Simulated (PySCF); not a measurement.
## `F[C@@H]1OCO[C@@H](F)O1`, C₃H₄F₂O₃

Geometry:
```json
{"atom": "F1", "x (Å)": "-0.612", "y (Å)": "2.513", "z (Å)": "-0.003"}
{"atom": "C2", "x (Å)": "-0.333", "y (Å)": "1.233", "z (Å)": "0.260"}
{"atom": "O3", "x (Å)": "0.985", "y (Å)": "1.012", "z (Å)": "-0.085"}
{"atom": "C4", "x (Å)": "1.295", "y (Å)": "-0.350", "z (Å)": "0.013"}
{"atom": "O5", "x (Å)": "0.425", "y (Å)": "-1.127", "z (Å)": "-0.781"}
{"atom": "C6", "x (Å)": "-0.881", "y (Å)": "-0.868", "z (Å)": "-0.493"}
{"atom": "F7", "x (Å)": "-1.172", "y (Å)": "-1.376", "z (Å)": "0.763"}
{"atom": "O8", "x (Å)": "-1.216", "y (Å)": "0.461", "z (Å)": "-0.505"}
{"atom": "H9", "x (Å)": "-0.509", "y (Å)": "1.060", "z (Å)": "1.343"}
{"atom": "H10", "x (Å)": "2.299", "y (Å)": "-0.483", "z (Å)": "-0.391"}
{"atom": "H11", "x (Å)": "1.240", "y (Å)": "-0.684", "z (Å)": "1.064"}
{"atom": "H12", "x (Å)": "-1.521", "y (Å)": "-1.393", "z (Å)": "-1.211"}
```

Computed, not measured: PySCF 2.14.0, GIAO PBE0/pcSseg-1 magnetisability, rotational g tensor and spin-rotation constants, non-relativistic, gas phase. Geometry: GFN2-xTB.

Problem. How diamagnetic is it, and how anisotropic?

Solution. Isotropic -919 × 10⁻³⁰ J/T², or -55.3 × 10⁻⁶ cm³/mol; principal values -965, -928, -863 × 10⁻³⁰ J/T², anisotropy 89 × 10⁻³⁰ J/T² (root of half the summed squared differences of the principal values). The susceptibility is in cgs units.

Problem. Split it along the inertial axes a, b, c into diamagnetic and paramagnetic parts about the centre of mass, with the quadrupole moment.

Solution. 
| axis | χ (10⁻⁶ cm³/mol) | diamagnetic (10⁻⁶ cm³/mol) | paramagnetic (10⁻⁶ cm³/mol) | summed x² of all electrons (Å²) | quadrupole Θ (D Å) |
| --- | --- | --- | --- | --- | --- |
| a | -57.8 | -403.8 | 346.0 | 120.4 | -6.71 |
| b | -54.8 | -625.1 | 570.3 | 68.2 | +3.65 |
| c | -53.4 | -800.3 | 746.9 | 26.9 | +3.07 |

Anisotropies 2χaa − χbb − χcc = -7.4 and 2χbb − χaa − χcc = +1.6 × 10⁻⁶ cm³/mol. Θ is traceless in Buckingham's convention.

Problem. And the rotational g tensor?

Solution. 
| axis | rotational constant (GHz) | g | nuclear part | electronic part |
| --- | --- | --- | --- | --- |
| a | 3.5703 | -0.0298 | 0.5505 | -0.5803 |
| b | 1.9826 | -0.0250 | 0.5062 | -0.5312 |
| c | 1.5142 | -0.0199 | 0.5115 | -0.5313 |

Asymmetric top; isotopes 12C, 19F, 1H, 16O; no vibrational averaging.
